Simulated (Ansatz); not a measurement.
Consider the formal exchange of groups at a Ga–N bond: `C=[N][GaH2]` + `N=[C](O)[GaH2]` → `[GaH2][GaH2]` + `C=NC(=N)O`.

Gas-phase electronic energies from Ansatz, PBE0-D4/def2-TZVP geometries. CBS: MP2 limit from def2 TZ/QZ plus the TZ coupled-cluster correction, frozen cores. DFT in def2-TZVPP. HSE06 is defined as in plane-wave codes. For Ga outer-core shells are correlated without core-valence functions, which leaves a few kJ/mol of doubt a bond. Scalar relativity is left out up to krypton. One conformer a species, not always the lowest.

```csv
level,ΔE (kJ/mol),difference from CCSD(T)/CBS
LDA (SPW92),-12.9,-14.1
r2SCANh-D4,-8.6,-9.8
HSE06-D4,-15.1,-16.3
BHLYP-D4,-10.2,-11.4
B2PLYP,2.7,1.5
RPA@PBE/def2-TZVPP,3.8,2.6
HF/def2-SVP,-20.6,-21.8
SCS-MP2/def2-TZVPP,8.8,7.6
CCSD(T)/def2-TZVPP,1.1,-0.1
HF/def2-QZVPP,-13.8,-15.0
CCSD(T)/CBS,1.2,0
```

Largest T1 diagnostic among the species: 0.017.

From r2SCAN to r2SCAN0 (25 % exact exchange), in def2-TZVPP and without D4, ΔE moves by −7.3 kJ/mol. Leaving LDA and LC-ωPBE aside and taking each functional with its dispersion term where it has one, the values, not all of them listed here, spread over 19.9 kJ/mol, from PBE0-D4 to BLYP-D4. LDA lies −4.9 kJ/mol from PBE without D4. In def2-TZVPP, CCSD(T) changes the Hartree–Fock value by +16.3 kJ/mol (the triples alone add +2.8 kJ/mol) and MP2 by +25.0 kJ/mol.
